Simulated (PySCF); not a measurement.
Dipole polarisabilities along group 8, charge +1

Calculated with PySCF 2.14 for the ground configurations, without spin-orbit coupling: coupled response for Hartree-Fock and DFT. Mean α in bohr³, C₆ of like pairs in atomic units.

```json
{"species": "Fe⁺ [Ar] 3d6 4s1 (aug-cc-pVTZ, non-relativistic)", "α UHF": "36.39", "α PBE": "25.52", "α PBE0": "27.58", "C₆ UHF": "190.7", "C₆ PBE": "127.1", "C₆ PBE0": "138.0"}
{"species": "Ru⁺ [Kr] 4d7 (aug-cc-pVTZ-PP with ECP28MDF, ECP)", "α UHF": "13.25", "α PBE": "16.38", "α PBE0": "15.25", "C₆ UHF": "82.89", "C₆ PBE": "105.1", "C₆ PBE0": "97.22"}
{"species": "Os⁺ [Xe] 4f14 5d6 6s1 (aug-cc-pVTZ-PP with ECP60MDF, ECP)", "α UHF": "34.07", "α PBE": "27.37", "α PBE0": "28.29", "C₆ UHF": "282.8", "C₆ PBE": "228.6", "C₆ PBE0": "235.2"}
```

The values depend on the diffuse functions of the basis.
